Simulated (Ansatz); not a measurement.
Ansatz results at the PBE0-D4/def2-TZVP geometry: zero-point energy (PBE0-D4/def2-TZVP) 154.0 kJ/mol; HOMO–LUMO gap (ωB97M-V/def2-TZVPP) 7.85 eV; size of the dipole moment (B3LYP/def2-TZVPP) 2.47 D.

(1) Which molecule gave them?
A. `[Se]=C1CC1`
B. `BOB(N)Cl`
C. `C#CC[SeH]`
D. `N#CN[SiH2]O`

Answers

(1) A. The others give `C#CC[SeH]`: 143.1, 10.54, 1.26; `N#CN[SiH2]O`: 149.2, 11.64, 3.43; `BOB(N)Cl`: 155.0, 11.84, 2.34.

B3LYP here is the variant with VWN-RPA as its local correlation; programs differ in this.
